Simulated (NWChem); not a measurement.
C2H9NSi; SMILES CNC[SiH3]

```xyz
13

C      0.6923    -1.8733     0.1396
N     -0.5197    -1.2531    -0.3341
C     -0.8694     0.0045     0.2989
Si     0.2393     1.5249    -0.0504
H      0.8639    -2.8145    -0.4043
H      0.5860    -2.1321     1.2067
H      1.6134    -1.2574     0.0463
H     -0.4980    -1.1502    -1.3453
H     -1.8965     0.2841     0.0027
H     -0.9226    -0.1493     1.3921
H      0.3288     1.7402    -1.5306
H      1.6326     1.3686     0.4715
H     -0.3574     2.7474     0.5747
```
Atoms are numbered in this order, from 1.

Program: NWChem. Medium grid unless said otherwise, to which SCAN and Minnesota functionals are sensitive. The geometry was optimised at PBE0/def2-SVP. Hybrids' shares of exact exchange are those that their runs print; pure functionals count as 0. The functionals differ in more than this share.

```
row                                    share of exact exchange  highest occupied level (eV)
-------------------------------------  -----------------------  ---------------------------
PBE/def2-TZVP                                             0.00                        -4.82
LDA (Slater exchange, VWN5)/def2-TZVP                     0.00                        -4.91
TPSSh/def2-TZVP                                           0.10                        -5.41
B3LYP/def2-TZVP                                           0.20                        -5.93
PBE0/def2-TZVP                                            0.25                        -6.13
M06-2X/def2-TZVP                                          0.54                     withheld
```

Task: Fit a straight line of the last column on the one before it, predict the withheld value, and compare with the run.

Result: 
1. Means of the 5 shown rows: x = 0.110, y = -5.440. Slope Σ(x − x̄)(y − ȳ)/Σ(x − x̄)² = -0.2675/0.05200 = -5.144; intercept -4.874.
2. The shown rows scatter about the line by 0.036 (root mean square); the largest residual is +0.05, at PBE/def2-TZVP.
3. At x = 0.54 (M06-2X/def2-TZVP; beyond the shown range) the line gives -7.65.
4. The run gives -7.42, +0.23 from the line, 6.5 times the scatter.
